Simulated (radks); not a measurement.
All-electron atom: the argon ion Ar3+ in [Ne] 3s1 3p4 (not the ground configuration). Calculated with a radial shooting solver on a logarithmic mesh with Libxc functionals: non-relativistic Kohn-Sham, PBE, spin-unpolarised, spherical densities, point nucleus.

Normalised radial functions P(r) = r R(r), r in bohr:

```
   r/bohr * 2s, o 3s, + 3p (the largest magnitude, 1.61, reaches the edge; | marks zero, & curves that meet)
  0.00719                             + o *
 0.009067                             + o  *
  0.01153                             + o    *
  0.01454                             +  o    *
  0.01833                             +  o     *
   0.0233                             +   o      *
  0.02939                             |+  o       *
  0.03736                             |+   o       *
  0.04712                             | +  o       *
   0.0599                             | + o       *
  0.07554                             |  &      *
  0.09526                             | o +*
   0.1211                            &|     +
   0.1527                     *    o  |      +
   0.1942            *          o     |       +
   0.2448      *              o       |       +
   0.3113  *                  o       |     +
   0.3925  *                    o     |   +
    0.495       *                    &|
   0.6293              *        +     |     o
   0.7936                  + *        |           o
    1.009              +          *   |               o
    1.272              +             *|               o
    1.617                +            *            o
     2.04                    +        *       o
    2.572                        +    *   o
     3.27                           + *o
    4.124                            +&
```

2s: eigenvalue -343.79 eV, 1 radial node at r = 0.117 bohr, <r> = 0.416 bohr, 90 % of the charge inside 0.648 bohr. 3s: eigenvalue -65.790 eV, 2 radial nodes at r = 0.114, 0.515 bohr, <r> = 1.29 bohr, 90 % of the charge inside 1.92 bohr. 3p: eigenvalue -50.402 eV, 1 radial node at r = 0.483 bohr, <r> = 1.39 bohr, 90 % of the charge inside 2.11 bohr.
